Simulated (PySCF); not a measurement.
Isomers of [C7H11N2]+, one conformer each; single-point electronic energies without zero-point terms and without any empirical dispersion term.

Computed with PySCF at CAM-B3LYP/def2-SVPD, non-relativistic, each on one gas-phase PBE0-D3(BJ)/def2-SVP geometry that isn't relaxed in the solvent. The solvent is an IEF-PCM continuum (Bondi radii, 1.10 Å for H, scaled by 1.2). Only the electrostatic response of the medium enters.

```
              isomer  relative energy, gas (kcal/mol)
`CNc1ccc([NH3+])cc1`                              0.0
`NCc1ccc([NH3+])cc1`                              4.6
```

Task: How do the relative energies look in chloroform (ε = 4.711)?

Result: 
```csv
isomer,"relative energy, solvent (kcal/mol)",E(solvent) − E(gas) (kcal/mol)
`CNc1ccc([NH3+])cc1`,0.0,-49.8
`NCc1ccc([NH3+])cc1`,2.8,-51.7
```

The order is unchanged. Conformers: `[CH3:1][NH:2][c:3]1[cH:4][cH:5][c:6]([NH3+:7])[cH:8][cH:9]1` (charge +1) with C1–N2–C3–C4 0°; `[NH2:1][CH2:2][c:3]1[cH:4][cH:5][c:6]([NH3+:7])[cH:8][cH:9]1` (charge +1) with H–N1–C2–C3 83° and -156°, N1–C2–C3–C4 -161°. `NCc1ccc([NH3+])cc1` gains most from the continuum. The gains span 1.9 kcal/mol, the gas-phase energies 4.6 kcal/mol.
